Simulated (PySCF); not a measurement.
**Energy of Pb- (lead, charge -1) between two integer charges**

The 6p alpha orbital of [Xe] 4f14 5d10 6s2 6p3 is emptied in steps (occupation f), with all orbitals relaxed, ending at [Xe] 4f14 5d10 6s2 6p2. Calculation: PySCF 2.14, in aug-cc-pVTZ-PP with ECP60MDF (6s5p4d2f, 55 functions); a scalar-relativistic core potential. The exact energy is a straight line in f; departures are measured from the line between the end points of the same method.

| f | UHF (eV) | LDA (eV) | PBE (eV) | PBE0 (eV) | r2SCAN (eV) | LC-wPBE (eV) | BHandHLYP (eV) | wB97X (eV) | MN15 (eV) | r2SCAN0 (eV) |
| --- | --- | --- | --- | --- | --- | --- | --- | --- | --- | --- |
| 1 | 0.000 | 0.000 | 0.000 | 0.000 | 0.000 | 0.000 | 0.000 | 0.000 | 0.000 | 0.000 |
| 0.9 | 0.050 | -0.218 | -0.212 | -0.150 | -0.201 | 0.030 | -0.089 | 0.015 | -0.113 | -0.143 |
| 0.7 | 0.109 | -0.522 | -0.506 | -0.356 | -0.475 | 0.067 | -0.214 | 0.028 | -0.262 | -0.336 |
| 0.5 | 0.121 | -0.636 | -0.614 | -0.430 | -0.570 | 0.078 | -0.261 | 0.027 | -0.309 | -0.400 |
| 0.3 | 0.096 | -0.546 | -0.525 | -0.366 | -0.482 | 0.065 | -0.223 | 0.019 | -0.256 | -0.336 |
| 0.1 | 0.039 | -0.238 | -0.229 | -0.158 | -0.208 | 0.028 | -0.097 | 0.007 | -0.107 | -0.144 |
| 0 | 0.000 | 0.000 | 0.000 | 0.000 | 0.000 | 0.000 | 0.000 | 0.000 | 0.000 | 0.000 |

Question: For UHF, how does the orbital energy at f = 1 compare with the removal energy?

Answer: −ε = 1.450 eV against a total-energy difference of 0.872 eV. By Janak's theorem ε = ∂E/∂f, so the gap between them reflects the curvature. Along the path −ε is 1.297 (f = 0.9), 1.040 (f = 0.7), 0.833 (f = 0.5), 0.662 (f = 0.3), 0.517 (f = 0.1) eV.

| method | E(f=0) − E(f=1) (eV) | −ε at f=1 (eV) | −ε at f=0.5 (eV) |
| --- | --- | --- | --- |
| UHF | 0.872 | 1.450 | 0.833 |
| LDA | 1.478 | -0.905 | 1.406 |
| PBE | 1.320 | -1.006 | 1.263 |
| PBE0 | 1.305 | -0.346 | 1.276 |
| r2SCAN | 1.408 | -0.812 | 1.387 |
| LC-wPBE | 1.257 | 1.599 | 1.251 |
| BHandHLYP | 1.103 | 0.124 | 1.076 |
| wB97X | 0.964 | 1.147 | 0.935 |
| MN15 | 1.319 | 0.063 | 1.336 |
| r2SCAN0 | 1.405 | -0.181 | 1.404 |

At f = 1 the orbital energy is positive for LDA, PBE, PBE0, r2SCAN, r2SCAN0: only the finite basis holds the electron.

Reference removal energy between the ground levels: 0.357 eV (measured; photodetachment measurements, as compiled on the Wikipedia data page of electron affinities). The calculation has no spin-orbit coupling. UHF lacks correlation.
